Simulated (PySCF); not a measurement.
Fractional electron number in Ta⁻ (tantalum, charge -1)

The 5d alpha orbital of [Xe] 4f14 5d4 6s2 is emptied in steps (occupation f), with all orbitals relaxed, ending at [Xe] 4f14 5d3 6s2. Calculation: PySCF 2.14, in def2-TZVPPD with the def2 core potential (60 electrons); scalar relativity through the core potential. The exact energy is a straight line in f; departures are measured from the line between the end points of the same method.

```
  f  UHF (eV)  LDA (eV)  PBE (eV)
  1     0.000     0.000     0.000
0.8     0.249    -0.542    -0.520
0.6     0.358    -0.821    -0.786
0.4     0.345    -0.829    -0.792
0.2     0.221    -0.558    -0.531
  0     0.000     0.000     0.000
```

Task: For LDA, how does the orbital energy at f = 1 compare with the removal energy?

Result: −ε = -2.746 eV against a total-energy difference of 0.606 eV. By Janak's theorem ε = ∂E/∂f, so the gap between them reflects the curvature. Along the path −ε is -1.452 (f = 0.8), -0.120 (f = 0.6), 1.254 (f = 0.4), 2.672 (f = 0.2) eV.

| method | E(f=0) − E(f=1) (eV) | −ε at f=1 (eV) | −ε at f=0.4 (eV) |
| --- | --- | --- | --- |
| UHF | -0.895 | 0.719 | -1.250 |
| LDA | 0.606 | -2.746 | 1.254 |
| PBE | 0.388 | -2.835 | 1.019 |

At f = 1 the orbital energy is positive for LDA, PBE: only the finite basis holds the electron.

Reference removal energy between the ground levels: 0.329 eV (measured; photodetachment measurements, as compiled on the Wikipedia data page of electron affinities). The calculation has no spin-orbit coupling. The determinant left behind need not be the lowest term of the ion. UHF lacks correlation.
